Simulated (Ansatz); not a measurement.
In₃O₈H₇⁺, a hydroxylated oxide cluster. The state is a doublet with charge 1. Geometry PBE-D4/def2-SVP.

```xyz
18

In    0.820    0.389   -1.532
In    1.290   -0.101    1.691
In   -1.536   -0.767    0.144
O    -3.402   -1.514    0.229
O     2.667   -0.275    3.142
O    -0.811   -0.109    2.147
O    -1.023   -0.867   -2.069
O    -1.008    1.253   -0.619
O     0.574   -1.119   -0.015
O     1.730    1.011   -3.218
O     1.844    1.312    0.189
H    -3.652   -1.748    1.147
H     2.312   -0.763    3.915
H    -1.217    0.659    2.597
H    -1.522   -1.133   -2.869
H    -1.628    1.739   -1.203
H     1.852    0.268   -3.846
H     2.710    1.766    0.169
```

In the def2 sets In takes a core potential; there is no spin–orbit coupling. At PBE-D4/def2-SVP the gap within one spin of the relaxed charge 1 doublet nearly closes, so an electron or hole may be smeared out by delocalisation error.

(1) Estimate the α-spin orbital energies around the gap (eV) in Ansatz with PBE-D4/def2-SVP, PBE0-D4/def2-SVP.

Results:

(1) 
```tsv
orbital	PBE-D4/def2-SVP	PBE0-D4/def2-SVP
HOMO−5	-11.32	-12.82
HOMO−4	-11.16	-12.73
HOMO−3	-10.99	-12.61
HOMO−2	-10.90	-12.09
HOMO−1	-10.85	-12.07
HOMO	-10.77	-12.02
LUMO	-7.15	-6.31
LUMO+1	-5.94	-4.97
LUMO+2	-5.75	-4.84
LUMO+3	-4.44	-3.80
LUMO+4	-3.93	-3.20
LUMO+5	-3.63	-2.77
β HOMO	-10.47	-11.86
β LUMO	-10.46	-10.72
```
